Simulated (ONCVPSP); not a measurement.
**Plane-wave convergence, ONCV potential for fluorine**

ONCVPSP 4.0.1 input, shortened (lines: element, Z, core and valence counts, functional; n l f; lmax; l rc ep ncon nbas qcut; lloc lpopt rc5 dvloc0; l nproj debl; icmod fcfact rcfact), revPBE, fully relativistic:

```
  F 9.00    1    2  -102130      upf
    1    0    2.00
    2    0    2.00
    2    1    5.00
    2
    0    0.65    0.00    3    8   12.90
    1    1.05    0.00    4    7   11.20
    2    1.00    0.39    4    9    9.40
    4    5    0.45    4.00
    0    2    2.90
    1    2    2.00
    2    2    2.10
    3    2.00    1.70
```

Open shells are filled in proportion to 2j + 1.

Q: For each optimised wave give the share of its norm inside rc, the residual kinetic energy above qcut (Ha) and the cutoffs (Ha) for errors of 10, 1, 0.1 and 0.01 mHa per electron.

A:

```csv
wave,norm inside rc,residual KE,10 mHa,1 mHa,0.1 mHa,0.01 mHa
2s,0.220,1.7e-05,42.7,59.9,73.4,90.5
s projector 2,0.068,5.6e-05,35.7,53.3,68.8,554.7
2p j=3/2,0.564,5.2e-05,39.9,50.9,59.6,122.2
p projector 2 j=3/2,0.067,4.1e-05,34.7,48.4,58.7,86.6
2p j=1/2,0.565,5.3e-05,39.9,51.0,59.7,122.3
p projector 2 j=1/2,0.067,4.1e-05,34.8,48.4,58.8,86.8
d projector 1 j=5/2,0.001,5.0e-07,1.4,5.5,15.6,28.7
d projector 2 j=5/2,0.055,5.3e-05,15.6,29.0,41.3,66.7
d projector 1 j=3/2,0.001,5.0e-07,1.4,5.5,15.7,28.7
d projector 2 j=3/2,0.055,5.3e-05,15.6,29.0,41.3,66.9
```

The occupied waves need 60 Ha and 73 Ha for 1 and 0.1 mHa. Rows with under 1 % of the norm inside rc give no meaningful cutoff.
